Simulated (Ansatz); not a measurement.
Consider the formal hydrolysis of a C–O bond: `CO[C](=N)[GeH3]` + H₂O → `N=[C](O)[GeH3]` + CH₃OH.

Isolated molecules relaxed with PBE0-D4/def2-TZVP in Ansatz; ΔE leaves out vibrations. CBS: MP2 limit from def2 TZ/QZ plus the TZ coupled-cluster correction, frozen cores. This one scheme is used for every species. DFT in def2-TZVPP. B3LYP here is the variant with VWN-RPA as its local correlation; programs differ in this. For Ge outer-core shells are correlated without core-valence functions, which leaves a few kJ/mol of doubt a bond. Scalar relativity is left out up to krypton. One conformer a species, not always the lowest.

`CO[C](=N)[GeH3]`:

```xyz
12

C     0.152   -1.553   -1.423
O     0.306   -0.224   -0.931
C    -0.125   -0.004    0.318
N    -0.637   -0.928    1.012
Ge    0.165    1.883    0.831
H     0.552   -1.540   -2.435
H     0.702   -2.259   -0.799
H    -0.900   -1.841   -1.426
H    -0.909   -0.594    1.930
H    -0.616    2.807   -0.112
H     1.661    2.218    0.765
H    -0.350    2.035    2.271
```

H₂O:

Z-matrix (Å, degrees):
```
O
H 1 0.960
H 1 0.960 2 105.1
```

`N=[C](O)[GeH3]`:

```xyz
9

N     1.601    0.509   -0.510
C     0.569    0.368    0.202
O     0.514    0.935    1.421
Ge   -1.087   -0.624   -0.225
H     1.519    0.036   -1.403
H     1.358    1.396    1.550
H    -0.897   -1.206   -1.633
H    -1.292   -1.748    0.797
H    -2.284    0.334   -0.198
```

CH₃OH:

Z-matrix (Å, degrees):
```
C
O 1 1.409
H 1 1.097 2 112.4
H 1 1.090 2 107.0 3 -118.5
H 1 1.097 2 112.4 3 123.0
H 2 0.959 1 108.5 3 -61.6
```

Q: Is it downhill or uphill in electronic energy at CCSD(T)/CBS, and by how much? (An estimate is asked.)

A: Ansatz gave: Uphill: ΔE = +18.0 kJ/mol.

Q: What do these levels give: r2SCAN-D4, PBE, r2SCAN, PBE0, B3LYP, MP2/def2-TZVPP, CCSD(T)/def2-TZVPP, HF/def2-QZVPP, MP2/def2-QZVPP, SCS-MP2/def2-QZVPP, HF/CBS(def2), CCSD/CBS(def2)? (Estimate.)

A: Ansatz gave: r2SCAN-D4 13.2, PBE 8.0, r2SCAN 12.0, PBE0 8.4, B3LYP 7.1, MP2/def2-TZVPP 19.1, CCSD(T)/def2-TZVPP 16.1, HF/def2-QZVPP 5.5, MP2/def2-QZVPP 20.4, SCS-MP2/def2-QZVPP 16.9, HF/CBS(def2) 5.6, CCSD/CBS(def2) 15.8 kJ/mol.

Largest T1 diagnostic among the species: 0.014.

In def2-TZVPP, CCSD(T) changes the Hartree–Fock value by +11.0 kJ/mol (the triples alone add +2.2 kJ/mol) and MP2 by +14.1 kJ/mol. The D4 term adds +5.9 kJ/mol with B3LYP and +3.4 kJ/mol with PBE0; it sums over pairs of atoms, weighted by their polarisabilities, and B3LYP, whose exchange is more repulsive, gets the larger term.
